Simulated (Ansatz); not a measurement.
C2H (SMILES [C-]#C), charge -1, singlet, at a GFN2-xTB geometry (a gas-phase anion, which may not be bound at this level); LC-WPBE/6-31G* (Ansatz, a first-principles code).

Here is a job for Ansatz.
Ansatz 0.2 input:
```yaml
crystal:
  periodic: [false, false, false]
  atoms:
    - {symbol: C, position_ang: [-0.00000000, -0.00000000, -0.47996454]}
    - {symbol: C, position_ang: [0.00000000, 0.00000000, 0.74605881]}
    - {symbol: H, position_ang: [-0.00000000, -0.00000000, -1.59656562]}
basis:
  gaussian:
    orbitals: 6-31G*
hamiltonian:
  xc: lc_wpbe
total_charge: -1
```

It wrote (shortened):

```
Functional definition: LC-wPBE
366 factors; their error is unknown
110 factors; integrals over basis functions are off by at most 1.3e-5 eV
mean field evaluation 1: about -2083.9170 eV, gradient 1.6e1 eV
mean field evaluation 2: about -2084.0462 eV, gradient 1.8e1 eV
mean field evaluation 4: about -2084.7968 eV, gradient 5.1e-1 eV
mean field evaluation 8: about -2084.7833 eV, gradient 1.0e-1 eV
mean field -2084.78331139 eV, -76.6143735769 hartree, gradient 2.4e-5 eV, S^2 0.000000; 0 other end points of the search recorded, 0 dependent functions left out
reference -2084.78331140 eV, -76.6143735770 hartree; 7, 7 occupied and 25, 25 virtual orbitals, 366 factors
Total energy: -2084.78331140 eV, -76.6143735770 hartree
```
